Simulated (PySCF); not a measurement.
Input of a response calculation (the driver script's job line, then coordinates in Å):

```
{"job": {"kind": "uv", "xc": "CAM-B3LYP", "basis": "def2-SVPD", "nstates": 8, "ntriplets": 3}, "charge": 0, "multiplicity": 1}
C      0.817127    -1.136192     1.000933
C      0.608188     0.249460     0.388946
Ge     1.896954     0.614608    -1.091741
N     -0.729842     0.552417    -0.088311
C     -1.232499    -0.390088    -1.062155
C     -1.693126     0.769436     0.971178
H      1.834931    -1.208177     1.381512
H      0.129494    -1.313449     1.826936
H      0.678985    -1.917092     0.255193
H      0.823886     0.995204     1.163330
H      2.155056    -0.577963    -1.965537
H      3.245099     1.000356    -0.560219
H      1.416993     1.723072    -1.966573
H     -0.486161    -0.527483    -1.845998
H     -2.135060     0.023174    -1.513898
H     -1.482251    -1.370485    -0.631045
H     -2.609061     1.166851     0.532879
H     -1.948045    -0.147655     1.523447
H     -1.300471     1.503256     1.673660
```

The program printed, after the SCF cycles:

```
converged SCF energy = -2291.5605795550

Static polarisability (au): isotropic 89.216, principal 80.832 85.236 101.580

Singlet excitations
state   eV       nm        f      main configurations
  1   5.7366    216.1   0.00561   H->L 0.73, H->L+1 0.20
  2   6.4569    192.0   0.06375   H->L+1 0.71, H->L 0.20
  3   6.5504    189.3   0.00381   H->L+2 0.82, H->L+3 0.10
  4   6.7466    183.8   0.00141   H->L+4 0.67, H->L+3 0.15
  5   6.8368    181.3   0.01131   H->L+3 0.68, H->L+4 0.22
  6   7.0083    176.9   0.00556   H->L+5 0.84
  7   7.2680    170.6   0.02965   H->L+6 0.87
  8   7.6903    161.2   0.01592   H->L+7 0.56, H->L+8 0.28

Triplet excitations (Tamm-Dancoff, eV): 5.6338 6.2817 6.4490
```

Theory: TDDFT CAM-B3LYP/def2-SVPD, vertical, gas phase, core orbitals frozen in the response in PySCF 2.14.0, density-fitted response routines. Geometry: GFN2-xTB, one conformer, isolated molecule. Relativistic effects, spin–orbit coupling among them, are left out although an element past zinc is present.

(1) Give the mean polarisability in Å³.

(2) What is the total energy of state 4 at this geometry?

(3) How many basis functions and electrons does this run hold?

(4) What is the gap between the lowest singlet and the lowest triplet?

(5) What is the polarisability anisotropy, √(½[(α1 − α2)² + (α2 − α3)² + (α3 − α1)²])?

(6) Write the structure that the coordinates describe.

## Answers

(1) 89.22 au × 0.148185 = 13.22 Å³.

(2) -2291.56058 + 0.24793 = -2291.31265 hartree.

(3) 242 basis functions for 76 electrons in 38 doubly occupied orbitals.

(4) 5.7366 − 5.6338 = 0.1028 eV (full response against Tamm–Dancoff).

(5) 18.93 au.

(6) `C[C@@H]([GeH3])N(C)C` (C4H13GeN), point group C1.

H and L stand for HOMO and LUMO.

The values belong to the conformer `[CH3:1][C@@H:2]([GeH3:3])[N:4]([CH3:5])[CH3:6]`: C1–C2–N4–C5 -56°.
